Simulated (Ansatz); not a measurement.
Consider the redistribution: `N=CBO` + `CC#[C][SnH3]` → `CC#CBO` + `N=[CH][SnH3]`.

Program: Ansatz. Geometries: PBE0-D4/def2-TZVP. ΔE: electronic, gas phase. CBS: MP2 limit from def2 TZ/QZ plus the TZ coupled-cluster correction, frozen cores. DFT in def2-TZVPP. Elements past krypton have def2 core potentials. For Sn outer-core shells are correlated without core-valence functions, which leaves a few kJ/mol of doubt a bond. Each species was taken in one conformer, which may not be the lowest.

```tsv
level	ΔE (eV)
ωB97X-V	0.17
B2PLYP	0.12
SCS-MP2/def2-TZVPP	0.21
CCSD/def2-TZVPP	0.20
```

**Question.** What does CCSD(T)/CBS give? (Estimate.)

**Answer.** Computed: +0.17 eV. The listed levels differ from it by 0.00, -0.05, 0.04, 0.03 eV.

Largest T1 diagnostic among the species: 0.014.

From PBE to PBE0 (25 % exact exchange), in def2-TZVPP and without D4, ΔE moves by +0.06 eV.
